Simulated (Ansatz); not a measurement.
HAlCl, SMILES `[AlH-][Cl]` (excited triplet) (charge -1, multiplicity 3). This triplet is an excited state, 1.12 eV above the relaxed singlet at the level composite: frozen-core CCSD(T) with HF/aug-cc-pVQZ and the correlation energy extrapolated as X^-3 from aug-cc-pVTZ and aug-cc-pVQZ, plus CCSDT(Q) minus CCSD(T) in aug-cc-pVTZ // B3LYP-D3(BJ)/def2-TZVPD (Ansatz, a first-principles code).

Cartesian coordinates (Å):
```xyz
3

Al    -0.2922     0.6681     0.0000
Cl     1.7706    -0.2390     0.0000
H     -1.4784    -0.4290     0.0000
```
Charge -1, spin multiplicity 3.

Frozen-core energies in aug-cc-pVTZ from Ansatz at a geometry from B3LYP-D3(BJ)/def2-TZVPD; the HF reference has <S^2> = 2.00 and the T1 diagnostic is 0.017.

```csv
level,energy (Ha),difference from CCSDT(Q) (mHa)
HF,-702.07155,301.52
MP2,-702.33177,41.30
CCSD,-702.35923,13.84
CCSD(T),-702.37147,1.60
CCSDT,-702.37251,0.56
CCSDT(Q),-702.37307,0.00
```
